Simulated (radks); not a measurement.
Task: Radial electron density D(r) = 4 pi r^2 rho(r) of an atom or ion with 8 electrons. All-electron calculation, non-relativistic Kohn-Sham, LB94 model potential, spin-polarised, spherical densities, point nucleus. Program: a radial shooting solver on a logarithmic mesh with Libxc functionals.

r (bohr),D(r) (e/bohr),spin D(r)
0.00229,3.827,0.000701
0.002842,5.596,0.00134
0.003528,8.082,0.00266
0.004413,11.64,0.00563
0.005477,16.22,0.0118
0.006798,22.07,0.0252
0.008437,29.15,0.0537
0.01047,37.11,0.114
0.0131,45.44,0.244
0.01626,52.19,0.496
0.02018,56.08,0.979
0.02504,55.81,1.86
0.03108,51.31,3.34
0.03858,44.54,5.63
0.04826,39.10,8.90
0.0599,38.92,12.5
0.07434,43.72,15.6
0.09226,48.64,16.8
0.1145,46.99,15.1
0.1421,36.18,10.8
0.1778,20.24,5.66
0.2207,8.002,2.13
0.2739,2.027,0.521
0.3399,0.2970,0.0744
0.4218,0.02214,0.00545
0.5236,0.0007168,0.000175

What is the nuclear charge?

Result: Z = 47. The innermost maximum, from 1s, lies near 1/Z = 0.0213 bohr (found: 0.0222), and its height grows with Z. The density is that of the silver ion Ag39+ in [He] 2s2 2p4; the configuration itself is not fixed sharply by these data, and Z only to a few units. D(r) has 2 maxima, at r = 0.0222, 0.0992 bohr, and minima at 0.0540 bohr, inside which lie 2.23 electrons.
